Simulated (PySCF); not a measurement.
An equivalent PySCF input for S²⁺ (sulfur, charge +2), [Ne] 3s2 3p2, high-spin 3P determinant, with no relativity, point nucleus:

```python
from pyscf import gto, scf, dft, mp, cc
import basis_set_exchange as bse
mol = gto.M(atom="S 0 0 0", charge=2, spin=2, symmetry="D2h",
            basis=gto.basis.parse(bse.get_basis("cc-pV(D+d)Z", elements=["S"], fmt="nwchem", header=False)))
mf = scf.UHF(mol)
mf.irrep_nelec = {'Ag': (3, 3), 'B1u': (2, 1), 'B2u': (2, 1), 'B3u': (1, 1)}
mf.kernel()
```

It reaches the same state as the run whose output follows, and the same energy. The run itself started from symmetry-adapted Hartree-Fock orbitals and held the occupation by maximum overlap, so the iterations belong to that start.

```
SCF conv_tol = 1e-09
number electrons alpha = 8  beta = 6
cycle= 1 E= -396.322377705222  delta_E= -0.00449  |g|= 0.0264  |ddm|= 0.0845
cycle= 2 E= -396.322954850013  delta_E= -0.000577  |g|= 0.00966  |ddm|= 0.0308
cycle= 3 E= -396.323043822433  delta_E= -8.9e-05  |g|= 0.000286  |ddm|= 0.0182
cycle= 4 E= -396.323043870122  delta_E= -4.77e-08  |g|= 3.35e-05  |ddm|= 0.00121
cycle= 5 E= -396.323043871199  delta_E= -1.08e-09  |g|= 3.53e-06  |ddm|= 0.000293
cycle= 6 E= -396.323043871211  delta_E= -1.16e-11  |g|= 3.34e-07  |ddm|= 3.58e-05
converged SCF energy = -396.323043871211  <S^2> = 2.0101442  2S+1 = 3.0067552
```
